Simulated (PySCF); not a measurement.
SbF5, SMILES [F][Sb]([F])([F])([F])[F].

Coordinates come from a B3LYP-D3(BJ)/def2-SVP optimisation. The isomer is the one that the SMILES or the coordinates give; other isomers of the formula were not compared. The def2 effective core potentials stand for the cores of Sb; spin–orbit coupling is left out.

Two levels are set side by side: TDA-PBE/def2-SVPD (PySCF) and TDA-LC-ωPBE/def2-SVPD (PySCF). Vertical, same geometry. The lowest singlet is HOMO→LUMO 100 % with PBE and HOMO→LUMO 96 % with the other functional; states are paired by order. Differences are taken from unrounded values.

| quantity | TDA-LC-ωPBE | TDA-PBE | TDA-PBE minus TDA-LC-ωPBE |
|---|---|---|---|
| lowest singlet excitation (eV) | 6.54 | 4.68 | -1.86 |
| lowest triplet excitation (TDA) (eV) | 6.03 | 4.33 | -1.70 |

A lower first singlet is the usual sign of a functional without exact exchange. Differences between two approximate levels are no errors against the true value.

Rough cost on one machine, each run with all the roots and properties that it gave: TDA-LC-ωPBE against TDA-PBE about 2 times.
